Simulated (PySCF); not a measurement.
AlBH₄O₄, SMILES O[B](O)[Al]([OH])[OH]. Coordinates come from a PBE-D3(BJ)/def2-SVP optimisation. The structure was generated by enumeration; whether it is a known compound was not checked. The values are those of a single conformer.

Computed equilibrium geometry at PBE-D3(BJ)/def2-SVP (PySCF confirms it by a frequency run) as a Z-matrix, and its point group (one conformer of several):
point group C2v.
```
Al
O 1 1.7262
H 2 0.9690 1 125.75
O 1 1.7262 2 121.99 3 0.00
H 4 0.9690 1 125.75 2 0.00
B 1 2.1267 2 119.01 3 -180.00
O 6 1.3752 1 118.37 2 90.00
H 7 0.9796 6 113.86 1 -180.00
O 6 1.3752 7 123.26 8 0.00
H 9 0.9796 6 113.86 7 0.00
```
Charge 0, spin multiplicity 1.
